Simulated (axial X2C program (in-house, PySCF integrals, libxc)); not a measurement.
**CsN⁻: cheaper levels and CCSD(T), two-component**

All values were computed with an in-house all-electron X2C program for linear molecules (integrals from PySCF). Two-component (2c) means X2C with spin–orbit coupling and atomic mean-field two-electron Coulomb and Gaunt terms. Basis: Cs dyall-acv3z [16s16p10d4f1g], N dyall-av3z [7s7p3d2f] (cores contracted in-house); Gaussian nuclei, density fitting, unrestricted open shells. Masses: Cs 132.905 u, N 14.003 u.

State: Ω = 3/2 (⟨Sz⟩ = 1.50, ⟨Lz⟩ = 0.00 at HF); fragments Cs- + N.

```json
{"level": "PBE0", "Re (Å)": "2.813", "ωe (cm⁻¹)": "230.9", "De (eV)": "1.13"}
{"level": "HF", "Re (Å)": "2.914", "ωe (cm⁻¹)": "221.2", "De (eV)": "n/a"}
{"level": "MP2", "Re (Å)": "2.858", "ωe (cm⁻¹)": "229.3", "De (eV)": "0.772"}
{"level": "CCSD", "Re (Å)": "2.880", "ωe (cm⁻¹)": "222.4", "De (eV)": "0.679"}
```

Correlated methods: 15 electrons correlated (number of frozen shells: Cs 4 s, 3 p, 2 d; N 1 s), 313 virtual spin orbitals or spinors in MP2, 90 natural virtuals in coupled cluster.

CCSD(T), same Hamiltonian and basis:

Re = 2.877 Å, ωe = 221.7 cm⁻¹, De = 0.71 eV; T1 = 0.012 (Lee–Taylor normalisation).

Question: Give the differences from CCSD(T) in the columns below.

Answer: 

```
level  ΔRe (Å)  Δωe (cm⁻¹)  ΔDe (eV)
 PBE0   -0.064         9.2      0.42
   HF    0.037        -0.5       n/a
  MP2   -0.019         7.6      0.06
 CCSD    0.003         0.7     -0.03
```

The state is one determinant whose occupation by symmetry is held fixed; it was picked as the lowest of a PBE0 search that is not exhaustive. De is counted from the lowest determinant-based energies of the atoms at the same level, without counterpoise correction. De is not given where an atomic determinant may have missed its ground term or J level, or where the truncated virtual space spoils (T). Density functionals use the spin component along the axis (collinear). CCSD and (T) use frozen natural virtuals with an MP2 correction for the truncation; (T) itself is uncorrected, so its De runs slightly low. PBE0 can misorder states that lie within some tenths of an eV, so this need not be the ground state of the molecule. The nearest other spin-free determinant of the search, M_S = 1/2, Λ = 0, lies 0.017 eV up at the distance of the search. With several unpaired electrons one determinant need not be a pure state. A state of lower Ω lies just above, and one determinant can place such states too high, so the state shown need not be the lowest. The search has Ω = 1/2 only 0.02 eV up. The highest occupied level of some functionals is positive through self-interaction error; at Hartree–Fock it is bound. This is the top spin component of a Σ state; components of lower Ω are not single determinants and can lie lower.
